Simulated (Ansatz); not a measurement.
Basis sets compared for the cluster Ga₇Sb₇⁺. Total charge 1; doublet. Geometry PBE-D4/def2-SVP, loosely relaxed. Ansatz on 2 threads of AMD EPYC 7R13 on a shared host and a share (18 GiB) of an NVIDIA H100 80GB HBM3; times are rough, and most runs start from earlier orbitals.

```xyz
14

Ga   -0.1884   -0.9375    2.7027
Ga   -1.9097    0.1996   -2.6132
Ga    2.0452   -0.7692   -0.0500
Ga   -0.4585   -1.7837   -0.7545
Ga   -1.8180    0.6898    0.8196
Ga    0.4825    1.5873   -1.3836
Ga    1.6159    1.3031    2.0297
Sb   -2.0503    2.4109   -1.2393
Sb   -0.7938    1.6358    3.1303
Sb    2.4630   -1.2531    2.5293
Sb   -2.1695   -1.9829    1.1753
Sb   -1.2750   -2.2276   -3.3044
Sb    1.2163   -0.7246   -2.7362
Sb    2.8404    1.8520   -0.3057
```

In the def2 sets Sb takes a core potential; there is no spin–orbit coupling. Single mean-field runs in def2-SVP, def2-TZVP are fitted with def2-universal-jkfit. The geometry of the charge 1 doublet is only loosely relaxed. The structure comes from a short search, and lower isomers may exist.

| level | functions | energy (Eh) | HOMO (eV) | LUMO (eV) | wall time |
| --- | --- | --- | --- | --- | --- |
| PBE-D4/def2-SVP | 406 | -15152.3985 | -7.78 | -7.52 | 9 s |
| PBE0-D4/def2-SVP | 406 | -15152.7132 | -8.39 | -7.05 | 12 s |

Question: Estimate the rows for PBE-D4/def2-TZVP (with forces), PBE0-D4/def2-TZVP.

Answer: 
```tsv
level	functions	energy (Eh)	HOMO (eV)	LUMO (eV)	wall time
PBE-D4/def2-TZVP (with forces)	686	-15154.1780	-7.74	-7.48	12 s
PBE0-D4/def2-TZVP	686	-15154.4862	-8.32	-6.97	15 s
```
